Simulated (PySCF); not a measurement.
# Polarisability and C₆ of Yb⁴²⁺ (ytterbium, charge +42)

[Ar] 3d10, closed-shell 1S. Calculation: PySCF 2.14, in an even-tempered Gaussian basis (18 s from 8.4 bohr⁻², ratio 2.5; 13 p from 11 bohr⁻², ratio 2.5; 8 d from 11 bohr⁻², ratio 2.5; 4 f from 48 bohr⁻², ratio 2.7; 3 g from 72 bohr⁻², ratio 2.7); the spin-free X2C one-electron Hamiltonian (Gaussian nucleus). Coupled (time-dependent) response in atomic units; α is the mean over directions.

```json
{"method": "UHF", "mean α (bohr³)": "0.001956", "C₆ (like pair)": "0.0002927", "S(−4)": "2.213e-07"}
{"method": "PBE0", "mean α (bohr³)": "0.001967", "C₆ (like pair)": "0.0002947", "S(−4)": "2.252e-07"}
```

S(−4) is the Cauchy moment in α(ω) = α(0) + S(−4) ω² + …

α(iu) at UHF:

```json
{"u (hartree)": "0", "α(iu) (bohr³)": "0.001956"}
{"u (hartree)": "10.0", "α(iu) (bohr³)": "0.001934"}
{"u (hartree)": "20.0", "α(iu) (bohr³)": "0.001872"}
{"u (hartree)": "40.0", "α(iu) (bohr³)": "0.001668"}
{"u (hartree)": "60.0", "α(iu) (bohr³)": "0.001425"}
{"u (hartree)": "80.0", "α(iu) (bohr³)": "0.001194"}
{"u (hartree)": "100", "α(iu) (bohr³)": "0.0009936"}
{"u (hartree)": "150", "α(iu) (bohr³)": "0.0006381"}
{"u (hartree)": "200", "α(iu) (bohr³)": "0.0004308"}
{"u (hartree)": "300", "α(iu) (bohr³)": "0.0002280"}
{"u (hartree)": "500", "α(iu) (bohr³)": "9.406e-05"}
```

For an ion, C₆ is the dispersion term alone; charge-induced terms of lower order in 1/R come first.

Spin-orbit coupling, which splits the p, d and f shells strongly at this Z, is absent.
